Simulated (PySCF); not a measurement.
Two species compared at the same levels of theory.

First species: C5H5GeN.
InChI=1S/C5H5GeN/c7-4-5-1-2-6-3-5/h1-3H,6H2

Second species: ZnMe(CCH), C₃H₄Zn (singlet state).
Cartesian coordinates in Å at the PBE0-D3(BJ)/def2-SVP level; atoms count from 1:
```
atom  x, y, z in Å
Zn1    0.000    0.000    0.035
C2    -0.004   -0.017    1.966
H3    -0.848    0.566    2.368
H4     0.925    0.415    2.371
H5    -0.093   -1.045    2.353
C6     0.002    0.014   -1.858
C7     0.007    0.029   -3.079
H8     0.011    0.039   -4.155
```

Levels: PBE0/def2-SVPD for dipole moment, HOMO energy, LUMO energy, HOMO–LUMO gap, static isotropic polarisability and electronic spatial extent ⟨r²⟩ about the centre of nuclear charge; TDDFT PBE0/def2-SVPD for lowest singlet excitation; PBE0-D3(BJ)/def2-SVP for rotational constant A and rotational constant C. Geometries: PBE0-D3(BJ)/def2-SVP. Each species is one conformer at its optimised geometry, gas phase, non-relativistic unless stated. Electronic properties by PySCF.

| property | column X | column Y |
| --- | --- | --- |
| dipole moment | 4.29 D | 0.46 D |
| HOMO energy | -7.50 eV | -7.84 eV |
| LUMO energy | -2.46 eV | -0.55 eV |
| HOMO–LUMO gap | 5.04 eV | 7.29 eV |
| lowest singlet excitation | 4.30 eV | 5.57 eV |
| static isotropic polarisability | 90.6 au | 57.7 au |
| electronic spatial extent ⟨r²⟩ about the centre of nuclear charge | 1172 bohr² | 553 bohr² |
| rotational constant A | 5.621 GHz | 158.430 GHz |
| rotational constant C | 0.886 GHz | 2.210 GHz |

(1) Which column belongs to which species?

(2) How does each property change from the first species to the second?

## Answers

(1) Column X is the first species and column Y the second. The first has 12 atoms and 74 electrons, the second 8 and 52.

(2) dipole moment -3.83 D; HOMO energy -0.34 eV; LUMO energy +1.91 eV; HOMO–LUMO gap +2.25 eV; lowest singlet excitation +1.27 eV; static isotropic polarisability -32.9 au; electronic spatial extent ⟨r²⟩ about the centre of nuclear charge -619 bohr²; rotational constant A +152.809 GHz; rotational constant C +1.324 GHz.

On the first: S1 lies 0.74 eV below the HOMO–LUMO gap; its leading configuration is HOMO→LUMO, weight 0.97. The calculation is non-relativistic and has no spin–orbit coupling, an omission that weighs most on germanium.

On the second: The dipole matches unit charges of opposite sign 0.10 Å apart (1 e·Å = 4.8032 D). The polarisability is 8.56 Å³ as a volume (1 au = 0.148185 Å³), or 1.11 au for each of the 52 electrons.
